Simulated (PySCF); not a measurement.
# `CCCCN(C)C`, C6H15N

Geometry:
```json
{"atom": "C1", "x (Å)": "3.309", "y (Å)": "-0.384", "z (Å)": "-0.634"}
{"atom": "C2", "x (Å)": "2.059", "y (Å)": "0.489", "z (Å)": "-0.632"}
{"atom": "C3", "x (Å)": "0.826", "y (Å)": "-0.291", "z (Å)": "-0.182"}
{"atom": "C4", "x (Å)": "-0.431", "y (Å)": "0.577", "z (Å)": "-0.216"}
{"atom": "N5", "x (Å)": "-1.553", "y (Å)": "-0.048", "z (Å)": "0.466"}
{"atom": "C6", "x (Å)": "-2.603", "y (Å)": "0.912", "z (Å)": "0.738"}
{"atom": "C7", "x (Å)": "-2.076", "y (Å)": "-1.187", "z (Å)": "-0.259"}
{"atom": "H8", "x (Å)": "3.185", "y (Å)": "-1.224", "z (Å)": "-1.314"}
{"atom": "H9", "x (Å)": "3.501", "y (Å)": "-0.775", "z (Å)": "0.363"}
{"atom": "H10", "x (Å)": "4.177", "y (Å)": "0.190", "z (Å)": "-0.952"}
{"atom": "H11", "x (Å)": "1.889", "y (Å)": "0.881", "z (Å)": "-1.638"}
{"atom": "H12", "x (Å)": "2.214", "y (Å)": "1.342", "z (Å)": "0.033"}
{"atom": "H13", "x (Å)": "0.968", "y (Å)": "-0.651", "z (Å)": "0.838"}
{"atom": "H14", "x (Å)": "0.704", "y (Å)": "-1.159", "z (Å)": "-0.832"}
{"atom": "H15", "x (Å)": "-0.682", "y (Å)": "0.829", "z (Å)": "-1.263"}
{"atom": "H16", "x (Å)": "-0.215", "y (Å)": "1.512", "z (Å)": "0.308"}
{"atom": "H17", "x (Å)": "-3.041", "y (Å)": "1.341", "z (Å)": "-0.178"}
{"atom": "H18", "x (Å)": "-2.201", "y (Å)": "1.723", "z (Å)": "1.343"}
{"atom": "H19", "x (Å)": "-3.396", "y (Å)": "0.421", "z (Å)": "1.302"}
{"atom": "H20", "x (Å)": "-2.437", "y (Å)": "-0.919", "z (Å)": "-1.265"}
{"atom": "H21", "x (Å)": "-2.905", "y (Å)": "-1.614", "z (Å)": "0.304"}
{"atom": "H22", "x (Å)": "-1.303", "y (Å)": "-1.946", "z (Å)": "-0.355"}
```

Theory: GIAO revPBE/pcseg-1 magnetisability, rotational g tensor and spin-rotation constants, non-relativistic, gas phase (PySCF). Geometry: GFN2-xTB.

Give the nuclear spin-rotation constants along the inertial axes (H = +C I·J) beside the isotropic shieldings.

Rotational constants 6.6423, 1.0471, 0.9563 GHz. A star marks the isotopologue with that one atom substituted, in its own axes.
| atom | isotope | Caa (kHz) | Cbb (kHz) | Ccc (kHz) | mean (kHz) | σ (ppm) |
| --- | --- | --- | --- | --- | --- | --- |
| N5 | 14N | 0.263 | 0.055 | 0.049 | 0.122 | 218.1 |
| H8 | 1H | -0.740 | 0.004 | -0.090 | -0.275 | 30.9 |
| H9 | 1H | -0.742 | -0.120 | 0.025 | -0.279 | 30.8 |
| H10 | 1H | -0.122 | -0.080 | -0.096 | -0.099 | 30.6 |
| H11 | 1H | -0.736 | -0.118 | 0.029 | -0.275 | 30.5 |
| H12 | 1H | -0.725 | 0.008 | -0.089 | -0.269 | 30.6 |
| H13 | 1H | -0.723 | -0.123 | 0.033 | -0.271 | 30.5 |
| H14 | 1H | -0.720 | 0.021 | -0.097 | -0.265 | 30.3 |
| H15 | 1H | -0.713 | -0.127 | 0.043 | -0.265 | 30.0 |
| H16 | 1H | -0.701 | 0.040 | -0.104 | -0.255 | 29.5 |
| H17 | 1H | -0.691 | -0.114 | 0.030 | -0.259 | 29.9 |
| H18 | 1H | -0.628 | 0.011 | -0.087 | -0.235 | 29.4 |
| H19 | 1H | -0.102 | -0.086 | -0.075 | -0.088 | 29.4 |
| H20 | 1H | -0.743 | -0.115 | 0.029 | -0.276 | 30.4 |
| H21 | 1H | 0.016 | -0.099 | -0.084 | -0.055 | 29.6 |
| H22 | 1H | -0.118 | -0.050 | -0.100 | -0.089 | 29.1 |
| C1 | 13C* | 0.823 | 0.144 | 0.137 | 0.368 | 172.6 |
| C2 | 13C* | 0.964 | 0.155 | 0.153 | 0.424 | 162.6 |
| C3 | 13C* | 1.005 | 0.196 | 0.161 | 0.454 | 151.7 |
| C4 | 13C* | 1.143 | 0.240 | 0.216 | 0.533 | 124.8 |
| C6 | 13C* | 1.061 | 0.182 | 0.206 | 0.483 | 140.6 |

For the geometry as given, no vibrational averaging.
